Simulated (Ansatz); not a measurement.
`[SiH3]C[SiH2][SbH2]` → `[SiH3][CH2][SbH2]` + `[SiH2]` at 700 K and 1 bar (silylene formation by 1,1-elimination).

Computed with Ansatz on PBE0-D4/def2-TZVP structures; ΔE is electronic, products minus reactants. CCSD(T)/CBS is the MP2 limit (def2-TZVPP, def2-QZVPP) plus CCSD(T) − MP2 in def2-TZVPP, frozen cores. This one scheme is used for every species. def2 core potentials past Kr. For Sb outer-core shells are correlated without core-valence functions, which leaves a few kJ/mol of doubt a bond. One conformer a species, not always the lowest.

```
              species  CCSD(T)/CBS energy (Eh)  H − E (kJ/mol)  S (J/(mol·K))
`[SiH3]C[SiH2][SbH2]`               -861.63950           316.2          546.4
  `[SiH3][CH2][SbH2]`               -571.33795           244.1          455.8
             `[SiH2]`               -290.19011            56.3          240.4
```

H − E and S are ideal-gas, rigid-rotor, harmonic terms from PBE0-D4/def2-TZVP, for one conformer and one mirror image of each species. 1 Eh = 2625.50 kJ/mol, R = 8.31446 J/(mol·K).

**Question.** By hand: ΔE, ΔH, ΔS and ΔG.

**Answer.** ΔE = (-571.33795) + (-290.19011) − (-861.63950) = 0.11144 Eh = 292.6 kJ/mol. Δ(H − E) = 244.1 + 56.3 − 316.2 = -15.8, so ΔH = 276.8 kJ/mol. ΔS = 455.8 + 240.4 − 546.4 = 149.8 J/(mol·K). ΔG = 276.8 − 700 × (149.8)/1000 = 171.9 kJ/mol.

**Question.** By hand: the equilibrium constant, and the temperature at which ΔG would vanish if ΔH and ΔS stayed fixed.

**Answer.** log₁₀ K = −ΔG/(RT ln 10) = -12.8. ΔG = 0 at ΔH/ΔS = 1848 K.

The number of gas molecules changes by +1, which sets the sign of ΔS. A doubt of 5 kJ/mol in ΔE shifts log₁₀ K by 0.4 here. Other conformers and mirror images would add mixing entropy, several J/(mol·K) or more a flexible species. Modes under 60 cm⁻¹, often nearly free rotors, make the harmonic entropy too high. These are equilibria of isolated gas molecules and say nothing of rates. Largest T1 diagnostic: 0.014 (customary marks: 0.02 for closed shells, 0.045 for open ones).
